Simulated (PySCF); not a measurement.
# Shapes and spin states of MoOCl2

Computed with PBE0/[Mo def2-TZVP with ECP28, O def2-TZVP, Cl def2-TZVP], scalar-relativistic core potentials, density fitting, no spin–orbit coupling, PySCF.

Relaxations began from a few typed shapes and spin states; open shells are unrestricted. The search is not exhaustive: other isomers or separated fragments can lie lower, and high-lying points may rest on an excited occupation.

```tsv
spin	group	bonds	angles	imaginary modes (cm⁻¹)	ΔE (kJ/mol)	ΔE with ZPE (kJ/mol)
triplet	C2v	Mo–Cl 2.265 Å (×2), Mo–O 1.646 Å	Cl–Mo–Cl 119.9°, Cl–Mo–O 120.0° (×2)	none	0.0	0.0
broken-symmetry Ms = 0 (⟨S²⟩ 0.94)	C2v	Mo–Cl 2.255 Å (×2), Mo–O 1.643 Å	Cl–Mo–Cl 121.4°, Cl–Mo–O 119.3° (×2)	none	28.3	28.3
broken-symmetry Ms = 0 (⟨S²⟩ 1.00)	C2v	Mo–Cl 2.262 Å (×2), Mo–O 1.642 Å	Cl–Mo–Cl 120.0°, Cl–Mo–O 120.0° (×2)	none	31.6	31.6
singlet (closed shell, unstable to spin polarisation)	C2v	Mo–Cl 2.226 Å (×2), Mo–O 1.640 Å	Cl–Mo–Cl 126.4°, Cl–Mo–O 116.8° (×2)	none	67.3	67.5
```

The lowest minimum found is the triplet C2v: Mo–Cl 2.265 Å (×2), Mo–O 1.646 Å; Cl–Mo–Cl 119.9°, Cl–Mo–O 120.0° (×2).

Formally Mo is in oxidation state +4, d2, with 2 unpaired electrons (the high-spin count). The Mulliken spin on Mo is 2.09. The polar-tensor charge on Mo, 1.84, is far below the formal one.

For the lowest minimum: open d and f shells are described by one determinant, and the ground state may have another occupation or spin.

The electron or spin density has lower symmetry than the nuclear frame for the broken-symmetry Ms = 0 (⟨S²⟩ 0.94) C2v at 28.3 kJ/mol.
